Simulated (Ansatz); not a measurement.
C3H5N, SMILES `C=C=CN` (charge 0, multiplicity 1).

Cartesian coordinates (Å):
SMILES: C=C=CN
```xyz
9

C      1.8587     0.2837    -0.0038
C      0.6249    -0.1088     0.1375
C     -0.6135    -0.4848     0.3216
N     -1.7665     0.2174    -0.0727
H      2.3332     0.9511     0.7110
H      2.4702    -0.0395    -0.8421
H     -0.8141    -1.3900     0.8858
H     -2.5105    -0.3830    -0.3985
H     -1.5824     0.9540    -0.7387
```
Charge 0, spin multiplicity 1.

Frozen-core energies in 6-31g from Ansatz (a first-principles code) at a geometry from B3LYP-D3(BJ)/def2-TZVP; the HF reference has <S^2> = 0.00 (restricted, and unstable towards unrestricted orbitals) and the T1 diagnostic is 0.012.

```tsv
level	energy (Ha)
HF	-170.81937
MP2	-171.18905
CCSD	-171.22727
CCSD(T)	-171.23938
```

### Question
Estimate the energies of CCSDT and CCSDT(Q), and give each level's difference from CCSDT(Q).

### Answer

| level | energy (Ha) | difference from CCSDT(Q) (mHa) |
|---|---|---|
| MP2 | -171.18905 | 52.02 |
| CCSD | -171.22727 | 13.80 |
| CCSD(T) | -171.23938 | 1.69 |
| CCSDT | -171.23998 | 1.09 |
| CCSDT(Q) | -171.24107 | 0.00 |
